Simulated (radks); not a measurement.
Results of a calculation; reference values are marked as such.
Problem. V4+, 19 electrons, occupied as [Ne] 3s2 3p4 3d1 4s2 (not the ground configuration). Level of theory: non-relativistic Kohn-Sham, OLYP, spin-polarised, spherical densities, point nucleus; open shells are filled with parallel spins first (a radial shooting solver on a logarithmic mesh with Libxc functionals). Some entries of the table are withheld. Estimate them.

orbital,occ.,eigenvalue (hartree),<1/r> (bohr^-1)
1s up,1,-198.8259,22.52
1s down,1,-198.7913,22.52
2s up,1,-24.98099,4.747
2s down,1,-24.93185,4.753
2p up,3,-21.57733,4.686
2p down,3,-21.51666,4.690
3s up,1,(1),1.573
3s down,1,(2),1.557
3p up,3,-4.27586,1.481
3p down,1,-4.06242,1.462
3d up,1,-2.73196,1.281
3d down,0,-2.53697,1.259
4s up,1,(3),0.6292
4s down,1,(4),0.6137

Solution. 
(1) 3s up eigenvalue (hartree): -5.25072
(2) 3s down eigenvalue (hartree): -5.03318
(3) 4s up eigenvalue (hartree): -1.65684
(4) 4s down eigenvalue (hartree): -1.63958
